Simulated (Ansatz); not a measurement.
**Molecular dynamics, step by step**

C2H2Cu (charge +1), closed shell, BLYP-D4/def2-SVP (Ansatz 0.2.0). Settings (timestep in fs, temperature in K; T counts 9 degrees of freedom):

```yaml
hamiltonian: {xc: {name: BLYP}, dispersion: d4}
md: {n_steps: 40, timestep: 0.5, temperature: 300, ensemble: nvt_nose_hoover, seed: 404, initial_velocities: maxwell_boltzmann}
```

Start:

```xyz
5
angstrom
Cu -0.0265 -0.1943 -1.6432
C 0.0881 0.6374 0.2460
C -0.0779 -0.5622 0.3905
H 0.2352 1.7006 0.3057
H -0.2190 -1.5816 0.7010
```

```tsv
step	time (fs)	potential energy less the start (meV)	kinetic energy (meV)	T (K)
0	0.00	0.0	116.3	300
2	1.00	-4.0	120.4	310
4	2.00	-10.2	126.6	327
6	3.00	-18.5	134.7	347
8	4.00	-19.3	135.4	349
10	5.00	-5.5	121.6	314
12	6.00	18.7	97.7	252
14	7.00	41.4	75.1	194
16	8.00	52.4	64.2	166
18	9.00	49.4	67.0	173
20	10.00	39.6	76.7	198
22	11.00	32.1	84.2	217
24	12.00	29.3	87.0	224
26	13.00	29.2	87.1	225
28	14.00	34.1	82.2	212
30	15.00	47.9	68.5	177
32	16.00	66.3	50.3	130
34	17.00	78.0	38.7	100
36	18.00	75.0	41.8	108
38	19.00	58.6	58.0	150
40	20.00	40.5	75.9	196
```

Step 2, positions (Å) and forces (eV/Å):

| atom | x | y | z | Fx | Fy | Fz |
| --- | --- | --- | --- | --- | --- | --- |
| Cu1 | -0.027 | -0.195 | -1.646 | 0.006 | 0.026 | 0.051 |
| C2 | 0.090 | 0.641 | 0.252 | 0.218 | 1.724 | -0.337 |
| C3 | -0.078 | -0.563 | 0.397 | -0.130 | -0.965 | -0.188 |
| H4 | 0.230 | 1.716 | 0.321 | 0.038 | 0.187 | 0.082 |
| H5 | -0.219 | -1.578 | 0.684 | -0.132 | -0.972 | 0.391 |

Step 24, positions (Å) and forces (eV/Å):

```json
{"atom": "Cu1", "x": "-0.028", "y": "-0.202", "z": "-1.668", "Fx": "0.040", "Fy": "0.218", "Fz": "0.668"}
{"atom": "C2", "x": "0.102", "y": "0.673", "z": "0.316", "Fx": "-0.279", "Fy": "-0.673", "Fz": "-0.040"}
{"atom": "C3", "x": "-0.081", "y": "-0.561", "z": "0.441", "Fx": "0.262", "Fy": "1.565", "Fz": "-0.817"}
{"atom": "H4", "x": "0.188", "y": "1.758", "z": "0.493", "Fx": "0.064", "Fy": "-0.334", "Fz": "-0.163"}
{"atom": "H5", "x": "-0.222", "y": "-1.600", "z": "0.648", "Fx": "-0.087", "Fy": "-0.776", "Fz": "0.352"}
```

Step 30, positions (Å) and forces (eV/Å):

```
atom       x       y       z      Fx      Fy      Fz
 Cu1  -0.028  -0.203  -1.672   0.037   0.209   0.669
  C2   0.100   0.661   0.333   0.169   2.421  -0.253
  C3  -0.079  -0.540   0.442  -0.282  -2.351  -0.311
  H4   0.189   1.741   0.525   0.068  -0.293  -0.227
  H5  -0.218  -1.595   0.679   0.008   0.014   0.122
```

Last step (40):

```json
{"atom": "Cu1", "x (Å)": "-0.0280", "y (Å)": "-0.2048", "z (Å)": "-1.6775"}
{"atom": "C2", "x (Å)": "0.0984", "y (Å)": "0.6724", "z (Å)": "0.3560"}
{"atom": "C3", "x (Å)": "-0.0791", "y (Å)": "-0.5437", "z (Å)": "0.4379"}
{"atom": "H4", "x (Å)": "0.2095", "y (Å)": "1.7217", "z (Å)": "0.5453"}
{"atom": "H5", "x (Å)": "-0.2076", "y (Å)": "-1.5745", "z (Å)": "0.7466"}
```

Hardware: 2 CPU threads of an Intel Xeon Platinum 8375C, shared host. Wall time about 58 s.
